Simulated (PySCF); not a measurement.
Cl3OSi, charge -1, multiplicity 1. Atoms are numbered in the order given.

```xyz
5

O      0.0000     0.0000     2.0508
Si     0.0000     0.0000     0.4996
Cl     1.6578     0.9571    -0.4588
Cl    -1.6578     0.9571    -0.4588
Cl     0.0000    -1.9142    -0.4588
```
Charge -1, spin multiplicity 1.

Coordinates come from a B3LYP-D3(BJ)/def2-SVPD optimisation. The multiplicity is an assumed one; other spin states were not compared. The isomer is the one that the SMILES or the coordinates give; other isomers of the formula were not compared.

Computed with B3LYP/def2-SVPD in PySCF.

Mulliken values depend strongly on the basis, most of all with diffuse functions as here. Atomic charges (e):

```json
[
 {"atom": "O1", "meta-Löwdin": "[?]", "Mulliken": "-0.96"},
 {"atom": "Si2", "meta-Löwdin": "[?]", "Mulliken": "1.76"},
 {"atom": "Cl3", "meta-Löwdin": "[?]", "Mulliken": "-0.60"},
 {"atom": "Cl4", "meta-Löwdin": "[?]", "Mulliken": "-0.60"},
 {"atom": "Cl5", "meta-Löwdin": "[?]", "Mulliken": "-0.60"}
]
```

Question: What belongs in the gaps? (Estimate from the structure and the level; the computed values follow.)

Answer: 
- O1, meta-Löwdin: -0.90
- Si2, meta-Löwdin: 1.11
- Cl3, meta-Löwdin: -0.40
- Cl4, meta-Löwdin: -0.40
- Cl5, meta-Löwdin: -0.40
